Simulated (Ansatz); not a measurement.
Method: frozen-core CCSD(T)/def2-TZVPP // B3LYP-D3(BJ)/def2-TZVP (Ansatz, a first-principles code).

Ansatz 0.2 input:
```yaml
crystal:
  periodic: [false, false, false]
  atoms:
    - { symbol: Cl, position_ang: [1.89186, 1.156288, -0.037169] }
    - { symbol: Sn, position_ang: [-0.003173, -0.211734, 0.009338] }
    - { symbol: Cl, position_ang: [-1.856378, 1.211139, -0.067236] }
    - { symbol: H, position_ang: [-0.005388, -1.142393, -1.41246] }
    - { symbol: H, position_ang: [-0.026921, -1.013298, 1.507527] }
basis:
  gaussian: { orbitals: def2-TZVPP }
correlation:
  method: ccsd_t
```

Output:

```
Functional definition: HF
1110 factors; integrals over basis functions are off by at most 8.2e-4 eV
mean field evaluation 1: about -30846.0615 eV, gradient 2.0e1 eV
mean field evaluation 2: about -30846.1914 eV, gradient 2.0e1 eV
mean field evaluation 4: about -30847.5187 eV, gradient 1.7e0 eV
mean field evaluation 8: about -30847.5389 eV, gradient 1.4e-1 eV
mean field evaluation 16: about -30847.0990 eV, gradient 1.1e1 eV
mean field -30847.53902321 eV, -1133.6261498901 hartree, gradient 2.3e-6 eV, S^2 0.000000; 0 other end points of the search recorded, 0 dependent functions left out
14 core orbitals not correlated
reference -30847.53902321 eV, -1133.6261498901 hartree; 15, 15 occupied and 133, 133 virtual orbitals, 1110 factors
second order -19.03267239 eV of doubles, -0.00000000 eV of singles
cycle   1  -19.45709969 eV  change   -4.2e-1 eV  update   9.1e-2
cycle   2  -19.91106638 eV  change   -4.5e-1 eV  update   2.5e-2
cycle   3  -19.97928255 eV  change   -6.8e-2 eV  update   1.3e-2
cycle   4  -19.96879057 eV  change    1.0e-2 eV  update   3.0e-3
cycle   5  -19.96706241 eV  change    1.7e-3 eV  update   1.1e-3
cycle   6  -19.96728295 eV  change   -2.2e-4 eV  update   2.9e-4
cycle   7  -19.96723363 eV  change    4.9e-5 eV  update   9.7e-5
cycle   8  -19.96723301 eV  change    6.2e-7 eV  update   2.8e-5
perturbative correction -0.72216729 eV, -0.0265391585 hartree
Total energy: -30868.22842351 eV, -1134.3864713274 hartree
```

Cost: about 27 core-seconds (a rough figure).
